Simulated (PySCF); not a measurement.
Vibration and rotation of ZrSi

UHF-CCSD(T) constants of ZrSi, ⁵Δ (quintet), unpaired electrons σ ↑, π ↑↑, δ ↑ (PySCF, spin-free X2C with a Gaussian nucleus, basis sets Zr x2c-TZVPPall, Si x2c-TZVPPall; masses 89.9047 and 27.9769 u):

| Quantity | Value |
| --- | --- |
| ωe | 358.4 cm⁻¹ |
| ωexe | 1.06 cm⁻¹ |
| Be | 0.12196 cm⁻¹ |
| αe | 0.000484 cm⁻¹ |
| De to Zr (4d2 5s2) + Si | 2.52 eV |

Question: What force constant and bond length do these constants imply?

Answer: Reduced mass μred = 21.337 u; k = 5.8918×10⁻⁷·μred·ωe² (u, cm⁻¹, mdyn/Å) = 1.61 mdyn/Å; Re = √(16.8576/(μred·Be)) (u, cm⁻¹, Å) = 2.545 Å.

Question: Estimate the centrifugal constant D from the Kratzer relation and find the Dunham coefficient a1.

Answer: D = 4Be³/ωe² = 5.65e-08 cm⁻¹; a1 = −1 − αeωe/(6Be²) = -2.94.

Correlated steps freeze 19 core orbitals. These are scalar-relativistic numbers at best; spin–orbit coupling would shift them, the dissociation energy most. The CCSD T1 diagnostic is raised, a sign that a single reference may not be enough here. With d or f electrons several states lie close, and the lowest PBE0 determinant need not be the measured ground state.
